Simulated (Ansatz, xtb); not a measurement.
# Two isomers of C5H10Se

Structure a: `CC(C)(C)C=[Se]`, a singlet. Structure b: `CCC(=[Se])CC`, a singlet. Both are isolated molecules in the gas phase, relaxed with B3LYP-D3(BJ)/def2-SVP; the shapes shown needn't be the lowest conformers.

a (Å):

| atom | x (Å) | y (Å) | z (Å) |
| --- | --- | --- | --- |
| C | -1.9799 | 1.8531 | -0.6410 |
| C | -0.4711 | 2.0483 | -0.3603 |
| C | -0.2085 | 2.0025 | 1.1470 |
| C | 0.3249 | 0.9278 | -1.0705 |
| C | -0.0678 | 3.3518 | -1.0038 |
| Se | 0.6450 | 4.7829 | -0.2607 |
| H | -2.5751 | 2.6399 | -0.1530 |
| H | -2.3096 | 0.8776 | -0.2494 |
| H | -2.1968 | 1.8768 | -1.7207 |
| H | -0.7612 | 2.7959 | 1.6711 |
| H | -0.5235 | 1.0286 | 1.5535 |
| H | 0.8592 | 2.1457 | 1.3691 |
| H | 1.4054 | 1.0421 | -0.8951 |
| H | 0.1499 | 0.9343 | -2.1581 |
| H | 0.0139 | -0.0551 | -0.6821 |
| H | -0.2611 | 3.3740 | -2.0877 |

b (Å):

```xyz
16

C    -1.8869    0.0525   -1.6557
C    -0.8489   -0.1505   -0.5623
C    -0.6919    0.9275    0.4757
C     0.4819    0.7450    1.4064
C     1.7486    1.4287    0.8620
Se   -1.7506    2.3515    0.5994
H    -2.8932    0.1735   -1.2288
H    -1.6734    0.9604   -2.2396
H    -1.8959   -0.8105   -2.3395
H     0.1525   -0.3247   -1.0034
H    -1.0571   -1.0852   -0.0031
H     0.2384    1.1711    2.3902
H     0.6801   -0.3334    1.5412
H     2.5984    1.2615    1.5416
H     1.5841    2.5124    0.7680
H     2.0262    1.0378   -0.1298
```

**Question.** Estimate which is lower in electronic energy at CCSD(T)/def2-SVP + ΔMP2/def2-TZVPP, and by roughly how much.

**Answer.** Too close to call at this level: CCSD(T)/def2-SVP + ΔMP2/def2-TZVPP gives E(b) − E(a) = −0.033 eV.

Level by level:

| level | geometry | E(b) − E(a) (eV) | departure from the last row (eV) | job, with rough time for the two |
| --- | --- | --- | --- | --- |
| B3LYP-D3(BJ)/def2-SVP | B3LYP-D3(BJ)/def2-SVP | −0.158 | −0.125 | optimisation, 69 s |
| HF/def2-SVP | B3LYP-D3(BJ)/def2-SVP | −0.171 | −0.138 | part of the CCSD(T) run |
| MP2/def2-SVP | B3LYP-D3(BJ)/def2-SVP | −0.030 | +0.003 | part of the CCSD(T) run |
| CCSD(T)/def2-SVP | B3LYP-D3(BJ)/def2-SVP | −0.039 | −0.006 | single point |
| CCSD(T)/def2-SVP + ΔMP2/def2-TZVPP | B3LYP-D3(BJ)/def2-SVP | −0.033 |  | single point, 1.9 min |

As drawn, both hold the same kinds of bond in the same numbers. Structure a has 3 methyl groups, b 2.

The largest departure from CCSD(T)/def2-SVP + ΔMP2/def2-TZVPP is that of HF/def2-SVP, 0.138 eV. Levels run at GFN2-xTB geometries aren't shown. The last row adds to CCSD(T) the change of the MP2 difference between the two basis sets, here +0.006 eV.

With thermal terms from frequencies at re-optimised GFN2-xTB minima (ideal gas, soft modes damped towards free rotors, one conformer each, 298.15 K, 1 atm): the zero-point term adds +0.018 eV; ΔH is −0.014 and ΔG −0.034 eV.

The correlated steps freeze 14 core orbitals; the filled d shell of Se is correlated, in a basis made for valence electrons. Run with Ansatz 0.2.0, xtb 6.7.1; the last row on 4 threads of Arm Neoverse V2 on a shared host.
